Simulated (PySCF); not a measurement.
TDDFT excited states: C8H7N

C8H7N.
Geometry (PBE0-D3(BJ)/def2-SVP, Å), atoms numbered from 1 in this order:
```
atom  x, y, z in Å
C1    -1.6579    2.3253    0.1773
C2    -0.9505    1.3491    0.0453
C3    -0.1254    0.1946   -0.1086
C4    -0.7676   -1.1172   -0.1850
C5    -2.0911   -1.3155   -0.1219
C6     1.2358    0.3281   -0.1824
C7     2.1893   -0.8252   -0.3435
C8     1.8135    1.6307   -0.1070
N9     2.3291    2.6696   -0.0507
H10   -2.2676    3.2028    0.2923
H11   -0.1030   -1.9765   -0.3021
H12   -2.7815   -0.4756   -0.0054
H13   -2.5138   -2.3205   -0.1854
H14    2.0055   -1.3668   -1.2845
H15    3.2271   -0.4703   -0.3583
H16    2.0909   -1.5445    0.4842
```

Level of theory: TDDFT CAM-B3LYP/def2-SVPD, vertical, gas phase, core orbitals frozen in the response in PySCF.

List the vertical singlet excitations with oscillator strengths and describe the spectrum.

```json
{"state": "S1", "E (eV)": "4.53", "E (kJ/mol)": "437", "λ (nm)": "273.9", "f": "0.498", "|μ| (D)": "5.39", "symmetry": "A′", "main configurations (H = HOMO, L = LUMO)": "H→L (95%)"}
{"state": "S2", "E (eV)": "4.92", "E (kJ/mol)": "474", "λ (nm)": "252.2", "f": "0.0000", "|μ| (D)": "0.03", "symmetry": "–", "main configurations (H = HOMO, L = LUMO)": "H-2→L (92%)"}
{"state": "S3", "E (eV)": "5.49", "E (kJ/mol)": "530", "λ (nm)": "225.7", "f": "0.179", "|μ| (D)": "2.93", "symmetry": "A′", "main configurations (H = HOMO, L = LUMO)": "H-1→L (92%)"}
{"state": "S4", "E (eV)": "5.93", "E (kJ/mol)": "573", "λ (nm)": "208.9", "f": "0.0001", "|μ| (D)": "0.08", "symmetry": "–", "main configurations (H = HOMO, L = LUMO)": "H-3→L (86%)"}
{"state": "S5", "E (eV)": "6.05", "E (kJ/mol)": "584", "λ (nm)": "204.9", "f": "0.0000", "|μ| (D)": "0.02", "symmetry": "–", "main configurations (H = HOMO, L = LUMO)": "H→L+3 (31%), H→L+1 (24%), H→L+4 (12%)"}
{"state": "S6", "E (eV)": "6.31", "E (kJ/mol)": "609", "λ (nm)": "196.4", "f": "0.045", "|μ| (D)": "1.37", "symmetry": "A′", "main configurations (H = HOMO, L = LUMO)": "H→L+2 (84%)"}
{"state": "S7", "E (eV)": "6.69", "E (kJ/mol)": "645", "λ (nm)": "185.3", "f": "0.015", "|μ| (D)": "0.77", "symmetry": "A″", "main configurations (H = HOMO, L = LUMO)": "H→L+1 (58%), H→L+3 (14%)"}
{"state": "S8", "E (eV)": "6.84", "E (kJ/mol)": "660", "λ (nm)": "181.1", "f": "0.0065", "|μ| (D)": "0.50", "symmetry": "A″", "main configurations (H = HOMO, L = LUMO)": "H→L+6 (45%), H→L+3 (19%)"}
{"state": "S9", "E (eV)": "6.91", "E (kJ/mol)": "667", "λ (nm)": "179.4", "f": "0.0042", "|μ| (D)": "0.40", "symmetry": "A′", "main configurations (H = HOMO, L = LUMO)": "H-4→L (83%)"}
{"state": "S10", "E (eV)": "7.03", "E (kJ/mol)": "678", "λ (nm)": "176.3", "f": "0.0025", "|μ| (D)": "0.31", "symmetry": "A″", "main configurations (H = HOMO, L = LUMO)": "H-5→L (56%), H-6→L (26%), H-2→L+2 (8%)"}
```

Triplets, Tamm–Dancoff:

| state | E (eV) | λ (nm) | main configurations (H = HOMO, L = LUMO) |
| --- | --- | --- | --- |
| T1 | 2.39 | 518.6 | H→L (93%) |
| T2 | 4.01 | 309.1 | H-1→L (63%), H→L+2 (23%) |
| T3 | 4.70 | 264.0 | H-2→L (84%), H-2→L+2 (10%) |
| T4 | 5.14 | 241.1 | H-4→L (36%), H-1→L+2 (28%) |

The lowest singlet lies at 4.53 eV (274 nm, ultraviolet) and is strong; its leading configuration is HOMO→LUMO (95%). The lowest level is also the most intense of those listed (f = 0.498). Löwdin shares by element: HOMO carbon 47% or more, nitrogen 10% (atoms not listed hold the other 43%); LUMO carbon 51% or more, nitrogen 10% (atoms not listed hold the other 39%). Weighted by f, the mean energy of these states is 4.95 eV. Orbital energies (eV): HOMO-3 -11.02, HOMO-2 -9.85, HOMO-1 -9.80, HOMO -8.21, LUMO -1.43, LUMO+1 1.08, LUMO+2 1.11. Of the 10 states listed, 4 reach f = 0.01 and 3 stay under 0.0005. The vertical ionisation energy (ΔSCF) is 8.83 eV, 1.80 eV above S10. Symmetry labels in Cs follow from the direction of the transition dipole and are given only for states with f of 0.002 or more. The window holds the lowest 10 singlets.

On one thread of an Arm Neoverse V1, on a shared host, this took 2.9 min.

One conformer stands for the species.
